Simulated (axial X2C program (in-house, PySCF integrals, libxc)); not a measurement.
Excited states of As₂ by EOM-EE-CCSD

Computed with an axial X2C code built on PySCF integrals: two-component X2C with atomic mean-field Coulomb and Gaunt terms, Gaussian nuclei, basis As dyall-acv3z with contracted cores.

R = 2.084 Å (near the PBE0 minimum at charge 0 of the determinant lowest at the starting distance; the state shown can have its own minimum elsewhere).

Hartree–Fock spinors of As₂ (one of each Kramers pair; a window near the gap, which can cut inner shells):

```csv
ω,occupied,ε (eV),character
1/2,yes,-23.89,"73% As s, 17% As p, 8% As d"
1/2,yes,-16.99,"60% As s, 29% As p, 8% As d"
1/2,yes,-10.32,"83% As p, 12% As s"
1/2,yes,-9.37,"88% As p, 8% As d, 4% As f"
3/2,yes,-9.19,"88% As p, 8% As d"
1/2,no,0.07,"59% As p, 35% As d, 6% As f"
3/2,no,0.19,"59% As p, 36% As d, 6% As f"
1/2,no,0.98,95% As p
1/2,no,1.47,"68% As s, 30% As p"
1/2,no,1.58,98% As p
3/2,no,1.59,98% As p
```

Vertical excitation energies from the closed-shell determinant state of As₂:

| Ω | excitation (eV) | cm⁻¹ | hole of the leading pair | particle of the leading pair | weight of the pair (for Ω = 0 its time-reversed partner can hold as much again) | singles weight |
| --- | --- | --- | --- | --- | --- | --- |
| 1 | 2.176 | 17555 | 88% As pπ | 68% As pπ, 24% As dπ | 0.59 | 0.96 |
| 0⁻ | 2.194 | 17698 | 88% As pπ | 68% As pπ, 24% As dπ | 0.24 | 0.96 |
| 2 | 2.864 | 23099 | 88% As pπ | 68% As pπ, 26% As dπ | 0.63 | 0.96 |
| 1 | 2.879 | 23220 | 88% As pπ | 68% As pπ, 24% As dπ | 0.95 | 0.96 |
| 3 | 2.901 | 23394 | 88% As pπ | 66% As pπ, 26% As dπ | 0.95 | 0.96 |

This point took 19 s on 1 thread of Arm Neoverse V2, with other jobs on the host.

Reference electrons by ω block (each with its −ω partner): 1/2: 22, 3/2: 9, 5/2: 2. 10 electrons of As₂ correlated (inner shells frozen), 88 natural virtual spinors (a truncated set); levels can be off by some tenths of an eV. Roots sought by Ω: (0: 5, 1: 4, 2: 3, 3: 1); the list ends where they run out and leaves out roots under 60 % singles weight. The solver can skip a root, and states that need a further excitation, which the method places far too high, are missing though they may lie low or lowest. T1 of the reference 0.016 (Lee–Taylor). Number of frozen shells: As 3 s, 2 p, 1 d. g and u states are not told apart.
